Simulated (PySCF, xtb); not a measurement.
C₄H₅NSi, SMILES C#C[SiH](N)C#C.

GFN2-xTB in xtb 6.7.1 at its own geometry gives an orbital gap of 4.76 eV and a dipole moment of 1.19 D.

Coordinates come from a PBE0-D3(BJ)/def2-SVP optimisation. The structure was generated by enumeration, and PubChem lists no compound with its InChIKey, so it may never have been made. One conformer was computed; it need not be the lowest.

What does ωB97X/def2-TZVP in PySCF give? (An estimate is asked for; the answer gives what the named calculation found.)

gap 11.56 eV (levels -10.10 and 1.46 eV), dipole 1.29 D.
